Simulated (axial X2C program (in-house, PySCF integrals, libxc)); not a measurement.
**MoN⁻: from the spin-free to the two-component result**

Calculated with an in-house all-electron X2C program for linear molecules (integrals from PySCF). Spin-free means the one-electron spin-free X2C Hamiltonian; two-component (2c) means X2C with spin–orbit coupling and atomic mean-field two-electron Coulomb and Gaunt terms, so the difference of the two also holds small scalar two-electron terms. Basis: Mo dyall-acv3z [12s13p10d5f3g], N dyall-av3z [7s7p3d2f] (cores contracted in-house); Gaussian nuclei, density fitting, unrestricted open shells. Masses: Mo 97.905 u, N 14.003 u.

Spin-free state: M_S = 1, Λ = 0 (beyond evenly filled blocks: δ+α, δ-α); fragments Mo- + N.

```tsv
level	Re (Å)	ωe (cm⁻¹)	De (eV)	μ (D)
LDA	1.630	1117.9	7.725	0.41
```

Dipoles are positive if N is the positive end and refer to the centre of mass.

Two-component determinant lowest at the distance of the search:

Ω = 1 (⟨Sz⟩ = 1.00, ⟨Lz⟩ = 0.00 at LDA); fragments Mo- + N.

| level | Re (Å) | ωe (cm⁻¹) | De (eV) | μ (D) |
| --- | --- | --- | --- | --- |
| LDA | 1.630 | 1117.9 | 7.721 | 0.41 |

From the two tables, how do the constants change at the LDA level (2c against spin-free)?

At the LDA level Re is unchanged within 0.001 Å and ωe doesn't move by more than 0.2 cm⁻¹; De changes by -0.004 eV.

One determinant describes the state; a PBE0 search over occupations chose it and may have missed a lower one. Dissociation energies refer to the lowest single-determinant-based atoms at the same level and basis. Density functionals use the spin component along the axis (collinear). The functionals have no current-density term, which raises determinants with orbital currents, atoms included. With several unpaired electrons one determinant need not be a pure state. Open-shell Ω = 0 determinants with evenly filled partner blocks cannot be reached by this program, so the Ω shown need not be the lowest component. The highest occupied level of some functionals is positive through self-interaction error; at Hartree–Fock it is bound. The determinant is spin-polarised beyond a pure state at some levels (its spin-free form has ⟨S²⟩ too high), which makes Re and μ there less reliable.
